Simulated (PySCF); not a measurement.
In(H)2(NMe2) (C₂H₈InN), SMILES C[N](C)[InH2]. The structure is a stationary point at PBE-D3(BJ)/def2-SVP. The structure was generated by enumeration; whether it is a known compound was not checked. The def2 effective core potentials stand for the cores of In; spin–orbit coupling is left out.

Task: Give the equilibrium geometry at PBE-D3(BJ)/def2-SVP (PySCF confirms it by a frequency run) as bond lengths and angles, and its point group. (Estimate from the structure and the level; the computed values follow.)

Result: point group C2v.
Atoms: In1 H2 H3 N4 C5 C6 H7 H8 H9 H10 H11 H12. Bond lengths (Å): In1–H2 1.730, In1–H3 1.730, In1–N4 2.061, N4–C5 1.445, N4–C6 1.445, C5–H7 1.119, C5–H8 1.119, C5–H9 1.109, C6–H10 1.119, C6–H11 1.119, C6–H12 1.109. Bond angles (°): H2–In1–H3 134.2, H2–In1–N4 112.9, H3–In1–N4 112.9, In1–N4–C5 123.3, In1–N4–C6 123.3, C5–N4–C6 113.3, N4–C5–H7 112.1, N4–C5–H8 112.1, N4–C5–H9 111.2, H7–C5–H8 106.2, H7–C5–H9 107.5, H8–C5–H9 107.5, N4–C6–H10 112.1, N4–C6–H11 112.1, N4–C6–H12 111.2, H10–C6–H11 106.2, H10–C6–H12 107.5, H11–C6–H12 107.5.
